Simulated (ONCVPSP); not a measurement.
Scattering properties, ONCV potential for manganese

| Quantity | Value |
| --- | --- |
| Element | manganese |
| Generator | ONCVPSP 4.0.1 |
| Type | optimised norm-conserving Vanderbilt (ONCV) |
| Functional | LDA (Perdew-Zunger) |
| Relativity | scalar-relativistic |
| Frozen core | [Ne] |
| Valence charge | 15 |
| Reference configuration | 3s2 3p6 3d5 4s1.5 4p0.5 |
| Partial waves | 3s+4s: rc 1.10 bohr, ncon 5, nbas 9, qcut 9 1/bohr, 2 projectors; 3p+4p: rc 1.65 bohr, ncon 4, nbas 9, qcut 9.8 1/bohr, 3 projectors, debl 0.9 Ha; 3d: rc 1.05 bohr, ncon 3, nbas 7, qcut 18.1 1/bohr, 2 projectors, debl 1 Ha |
| Local potential | polynomial inside 1.00 bohr (lpopt 5, dvloc0 6 Ha) |
| Core correction | Teter function, fcfact 2, rcfact 1.55 |

The phase is arctan(r·R′/R) of the radial function R(r), unwrapped; energies in Ha, scanned from -5 to 5 Ha. A pole is an energy at which the radial function vanishes at the test radius. The pseudo phase is shifted by a multiple of π to meet the all-electron one at the reference energy, and phase errors are pseudo minus all-electron; the curves can meet again beyond the range given. Levels narrower than the energy grid can be missing from the lists of poles.

```
channel  radius (bohr)  reference energy (Ha)  poles, all-electron  poles, pseudo  unbroken range about the reference energy with phases within 0.05 rad  phase error 1 Ha above the reference energy (rad)
      s           1.12                  -0.21                -0.94          -0.94                                                        the whole range                                             -0.000
      p           1.68                  -0.07                -1.76          -1.76                                                        the whole range                                             +0.000
      d           1.06                  -0.29                 2.23           2.23                                                        the whole range                                             -0.000
```

Phases in the s channel:

```tsv
E (Ha)	all-electron	pseudo
-4.96	0.031	0.031
-4.72	-0.210	-0.210
-4.48	-0.449	-0.449
-4.24	-0.664	-0.664
-4.00	-0.842	-0.842
-3.76	-0.984	-0.984
-3.52	-1.097	-1.097
-3.28	-1.186	-1.186
-3.04	-1.258	-1.258
-2.80	-1.318	-1.318
-2.56	-1.367	-1.367
-2.32	-1.410	-1.410
-2.08	-1.446	-1.446
-1.84	-1.478	-1.478
-1.60	-1.506	-1.506
-1.36	-1.532	-1.532
-1.12	-1.555	-1.555
-0.88	-1.576	-1.576
-0.64	-1.596	-1.596
-0.40	-1.615	-1.615
-0.16	-1.633	-1.633
0.08	-1.650	-1.650
0.32	-1.667	-1.667
0.56	-1.684	-1.684
0.80	-1.701	-1.701
1.04	-1.717	-1.717
1.28	-1.734	-1.734
1.52	-1.751	-1.751
1.76	-1.769	-1.769
2.00	-1.788	-1.788
2.24	-1.807	-1.807
2.48	-1.828	-1.828
2.72	-1.850	-1.850
2.96	-1.874	-1.874
3.20	-1.900	-1.900
3.44	-1.929	-1.929
3.68	-1.961	-1.962
3.92	-1.997	-1.998
4.16	-2.038	-2.039
4.40	-2.086	-2.087
4.64	-2.140	-2.143
4.88	-2.205	-2.208
```
